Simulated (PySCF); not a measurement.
C2H9BOSi. Atoms are numbered in the order given.

```xyz
14

B      0.1141     0.0841     0.9312
C      0.1457    -0.6612     2.3163
H     -0.3417    -1.6471     2.2893
H     -0.2837    -0.0580     3.1329
H      1.2047    -0.8247     2.5930
C      0.3594     1.6417     0.8144
H      0.7573     1.9737    -0.1592
H      1.0105     2.0326     1.6122
H     -0.6168     2.1476     0.9443
O     -0.1473    -0.6682    -0.1880
Si    -0.2388    -0.2866    -1.8170
H      1.0884     0.1705    -2.3250
H     -1.2517     0.7850    -2.0513
H     -0.6470    -1.5241    -2.5337
```
Charge 0, spin multiplicity 1.

Geometry: r2SCAN-D4/def2-SVP. The structure was generated by enumeration, and PubChem lists no compound with its InChIKey, so it may never have been made. The values are those of a single conformer.

Computed with PBE/pcSseg-1 run with PySCF.

GIAO shieldings, no solvent; atoms listed in one row are averaged. δ = σ(ref) − σ: ¹¹B against BF3 (σ = 83.9 ppm); ¹³C against TMS (σ = 182.0 ppm); ¹H against TMS (σ = 31.49 ppm); ¹⁷O against H2O (σ = 334.3 ppm); ²⁹Si against TMS (σ = 335.4 ppm), references at their B3LYP-D3(BJ)/def2-TZVP geometries, non-relativistic.

Computed chemical shifts:
| nucleus | atoms | count | δ (ppm) |
|---|---|---|---|
| ¹¹B | B1 | 1 | 45.9 |
| ¹³C | C2 | 1 | 11.4 |
| ¹³C | C6 | 1 | 9.1 |
| ¹H | H12, H13, H14 | 3 | 5.45 |
| ¹H | H3, H4, H5, H7, H8, H9 | 6 | 0.79 |
| ¹⁷O | O10 | 1 | 176.3 |
| ²⁹Si | Si11 | 1 | -39.1 |
